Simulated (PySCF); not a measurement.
A species of formula C3H2BrF has this rotational fingerprint, computed with PBE0-D3(BJ)/def2-SVP geometry optimisation, gas phase in PySCF:

```
Rotational constants : A = 10045, B = 1525, C = 1376 MHz
Dipole components    : |μa| = 0.40 D, |μb| = 1.67 D, |μc| = 0.53 D
Inertial defect      : -14.33 u·Å²
κ                    : -0.97
```

Problem. Which structure is it? (One computed conformer of each.)
A. `[C@H]1(F)C(Br)=C1`
B. `C#C[C@H](F)Br`
C. `FC1(Br)C=C1`

Solution. A. It is F[C@@H]1C=C1Br, a near-prolate asymmetric top, point group C1. The candidates at the same level (rigid rotor, commonest isotopes):

| SMILES | A (MHz) | B (MHz) | C (MHz) | μa (D) | μb (D) | μc (D) | Δ (u·Å²) | point group | rotor |
| --- | --- | --- | --- | --- | --- | --- | --- | --- | --- |
| C#C[C@H](F)Br | 5548 | 2051 | 1553 | 1.39 | 0.99 | 1.00 | -12.06 | C1 | asymmetric top |
| F[C@@H]1C=C1Br | 10045 | 1525 | 1376 | 0.40 | 1.67 | 0.53 | -14.33 | C1 | near-prolate asymmetric top |
| FC1(Br)C=C1 | 6671 | 2298 | 1909 | 2.08 | 2.08 | 0.00 | -31.01 | Cs | asymmetric top |

`C#C[C@H](F)Br` has A 45 % too low; `FC1(Br)C=C1` has B 51 % too high. No structure here is proved a minimum.
